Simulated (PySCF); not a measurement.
## Sn⁺: excitation energy

Sn⁺ [Kr] 4d10 5s2 5p1 (2P) → Sn⁺ [Kr] 4d10 5s2 5d1 (2D), as a difference of total energies. All numbers are calculated (PySCF 2.14, scalar relativity by spin-free X2C-1e, in aug-cc-pwCVTZ-DK3 (10s9p7d4f1g, 109 functions)). Correlated levels: valence: [Kr] 4d10 frozen. The calculations carry no spin-orbit coupling.

```
           method  excitation energy (eV)
              UHF                   7.738
    MP2 (valence)                   7.610
SCS-MP2 (valence)                   7.622
   CCSD (valence)                   6.902
CCSD(T) (valence)                   6.545
```

Errors of the correlated levels include the incompleteness of this basis and the frozen core.

The coupled-cluster amplitudes are large for the upper state (T1 above 0.03 or a double amplitude above 0.15), so a single reference is strained.

**Question.** Which method comes closest to the reference value, and which is furthest?

**Answer.** The reference is 8.550 eV (measured; NIST levels, between the centres of gravity of the two terms). Closest: UHF (error -0.812 eV); furthest: CCSD(T) (valence) (error -2.005 eV).
